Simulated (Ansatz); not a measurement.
Isolated molecules relaxed with PBE0-D4/def2-TZVP in Ansatz; ΔE leaves out vibrations. CBS: MP2 limit from def2 TZ/QZ plus the TZ coupled-cluster correction, frozen cores. DFT in def2-TZVPP. B3LYP here is the variant with VWN-RPA as its local correlation; programs differ in this. One conformer a species, not always the lowest.

`[SiH3]OC[SiH2]Cl` → `O[SiH]([SiH3])CCl`  (isomerisation)

| level | ΔE (kJ/mol) | difference from CCSD(T)/CBS |
| --- | --- | --- |
| r2SCAN-D4 | 52.9 | -3.0 |
| ωB97X-V | 59.4 | 3.5 |
| ωB97M-V | 62.3 | 6.4 |
| B2PLYP | 63.2 | 7.3 |
| PBE0 | 47.7 | -8.2 |
| B3LYP | 62.0 | 6.1 |
| HF/def2-TZVPP | 84.8 | 28.9 |
| MP2/def2-TZVPP | 62.9 | 7.0 |
| SCS-MP2/def2-TZVPP | 67.8 | 11.9 |
| CCSD(T)/def2-TZVPP | 57.7 | 1.8 |
| HF/def2-QZVPP | 86.2 | 30.3 |
| MP2/def2-QZVPP | 62.4 | 6.5 |
| SCS-MP2/def2-QZVPP | 67.2 | 11.3 |
| HF/CBS(def2) | 86.4 | 30.5 |
| MP2/CBS(def2) | 61.2 | 5.3 |
| CCSD/CBS(def2) | 59.7 | 3.8 |
| CCSD(T)/CBS | 55.9 | 0 |

Largest T1 diagnostic among the species: 0.011.

From PBE to PBE0 (25 % exact exchange), in def2-TZVPP and without D4, ΔE moves by +6.2 kJ/mol. The D4 term adds −3.2 kJ/mol with B3LYP and −1.7 kJ/mol with PBE0; it sums over pairs of atoms, weighted by their polarisabilities, and B3LYP, whose exchange is more repulsive, gets the larger term.
